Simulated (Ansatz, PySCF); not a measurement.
System: CsBr, charge -1, multiplicity 2. 
Geometry from a B3LYP-D3(BJ)/def2-TZVP (Ansatz, a first-principles code) optimisation:
```
Cs
Br 1 3.3250
```
Charge -1, spin multiplicity 2.

Total electronic energies in hartree. Cores are frozen in the correlated levels unless marked. Open shells are spin-unrestricted. No spin-orbit coupling. The frozen core is the preceding noble-gas configuration, with the filled d and f shells of earlier blocks. The outer core of K, Ca and their heavier congeners is not correlated, a term that matters for these elements. In def2 rows, elements after Kr have scalar-relativistic effective core potentials. CBS marks a two-point X^-3 extrapolation of the correlation energy; Hartree-Fock from the larger set. The bracket is a focal-point correction in the basis named.

```csv
level,program,energy (Eh)
HF/def2-TZVPD,PySCF,-2592.38334
HF/def2-TZVPPD,Ansatz,-2592.38368
RI-HF/def2-QZVPP,Ansatz,-2592.43342
SVWN5/def2-TZVPD,Ansatz,-2590.80500
r2SCAN-D3(BJ)/def2-TZVPD,Ansatz + dftd3,-2594.41403
PBE0-D3(BJ)/def2-TZVP,Ansatz + dftd3,-2594.12119
BHLYP/def2-TZVPD,Ansatz,-2594.35263
TPSSh-D3(BJ)/def2-TZVPD,PySCF + dftd3,-2594.33786
r2SCAN0/def2-TZVPD,Ansatz,-2594.39672
MN15-D3(BJ)/def2-TZVPD,PySCF + dftd3,-2594.70788
HSE06-D3(BJ)/def2-TZVPD,Ansatz + dftd3,-2594.12549
LC-wPBE/def2-TZVPD,Ansatz,-2594.08928
B2GP-PLYP/def2-TZVPD,Ansatz,-2593.71573
RPA@PBE/def2-TZVPP,Ansatz,-2592.65730
MP2/def2-SVP,Ansatz,-2592.18740
MP2/def2-SVPD,Ansatz,-2592.20682
MP2/def2-TZVPP,Ansatz,-2592.55166
MP2/def2-QZVPP,Ansatz,-2592.62324
SCS-MP2/def2-SVP,Ansatz,-2592.18299
SCS-MP2/def2-SVPD,Ansatz,-2592.20200
CCSD(T)/def2-QZVPP,Ansatz,-2592.64593
"RI-MP2/CBS(def2-TZVPPD,def2-QZVPPD)+[CCSD(T)-MP2]/def2-TZVPPD",Ansatz,-2592.6603
"CCSD(T)/CBS(def2-TZVPPD,def2-QZVPPD)",Ansatz,-2592.6622
```

Totals of different functionals don't rank their quality; only differences between species are comparable.
